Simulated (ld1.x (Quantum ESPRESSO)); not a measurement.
# Before and after: TM potential for Zn (Z = 30)

ld1.x (Quantum ESPRESSO) 7.5 input, shortened:

```
&input
   title='Zn', zed=30., rel=1, dft='PBESOL', iswitch=3,
   config='[Ar] 3d10 4s1 4p1'
 /
 &inputp
   pseudotype=2, tm=.true., lloc=0,
   nlcc=.true., new_core_ps=.true.
 /
3
4P  2  1   1.00   0.00  2.80  2.80  0.0
3D  3  2  10.00   0.00  1.00  1.00  0.0
4S  1  0   1.00   0.00  1.80  1.80  0.0
 &test
   configts(1)='3d10 4s1 4p1'
 /
```

Change: all radii but the core radius scaled by about 1.16 (s 2.08, p 3.24, d 1.16 bohr).

Cutoffs: the cutoffs (Ry, on a coarse ladder) from which the occupation-weighted sum of valence levels, in a spherical-Bessel basis at the reference potential, stays within 10 and 1 mRy of its value at 400 Ry; they do not see the model core or the augmentation charge, which bear on the density cutoff. Errors are all-electron minus pseudo energies relative to the spin-unpolarised reference configuration.

How do hardness, ghosts and transferability respond?

Of the 7 tests that both files solve, the error grows in 2 and shrinks in 1 by more than 15 % and 0.3 meV (median size 2.7 → 3.5 meV); neither file shows a bound ghost.

```tsv
quantity	base	changed
cutoff, loose	230 Ry	200 Ry
cutoff, tight	over 300 Ry	over 300 Ry
loose cutoff by channel (10 mRy a level)	p 6 Ry, d 200 Ry, s 10 Ry	p 6 Ry, d 160 Ry, s 10 Ry
bound ghosts	none	none
error for 3d10 4s2 4p0, meV [ΔE -5.13 eV]	-1.3	+1.4
error for 3d10 4s1 4p0, meV [ΔE 4.77 eV]	-2.7	-3.5
error for 3d10 4s0 4p0, meV [ΔE 23.12 eV]	-39	-41
error for 3d10 4s1.5 4p0, meV [ΔE -1.18 eV]	+0.2	+1.0
error for 3d9 4s0 4p0, meV [ΔE 63.63 eV]	-444	-471
error for 3d10 4s0 4p2, meV [ΔE 5.48 eV]	-1.8	+1.5
error for 3d8 4s0 4p0, meV [ΔE 125.41 eV]	-2354	-2326
```
